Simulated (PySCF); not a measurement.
## Polarisability and C₆ of Sb (antimony, neutral)

[Kr] 4d10 5s1 5p3 5d1, high-spin 6D determinant (an excited configuration). Calculation: PySCF 2.14, in x2c-TZVPPall with one added diffuse shell each of s, p, d, f type (9s7p5d3f, 76 functions); scalar relativity by spin-free X2C-1e. Coupled (time-dependent) response in atomic units; α is the mean over directions.

| method | mean α (bohr³) | α xx, yy, zz | C₆ (like pair) | S(−4) |
| --- | --- | --- | --- | --- |
| wB97X-V | 2791 | 4162, 4162, 48.66 | 27020 | 144000000 |

S(−4) is the Cauchy moment in α(ω) = α(0) + S(−4) ω² + …

Spin-orbit coupling is absent.

α(iu) at wB97X-V:

| u (hartree) | α(iu) (bohr³) |
| --- | --- |
| 0 | 2791 |
| 0.0500 | 71.89 |
| 0.100 | 51.73 |
| 0.200 | 36.29 |
| 0.300 | 26.30 |
| 0.500 | 15.19 |
| 0.750 | 9.016 |
| 1.00 | 6.087 |
| 1.50 | 3.488 |
| 2.00 | 2.359 |
| 3.00 | 1.349 |
| 5.00 | 0.6317 |

A single London oscillator, α(iu) = α/(1 + u²/ω²), gives C₆ = (3/4) ω α². Matching the computed C₆ needs ω = 4 × 27020 / (3 × 2791²) = 0.00462 hartree.

The components differ because the open shell of this determinant is not spherical; for a pure term their mean is the scalar polarisability.

The outer electron is Rydberg-like, and this basis confines it to a smaller radius and binds it less than a complete one would.
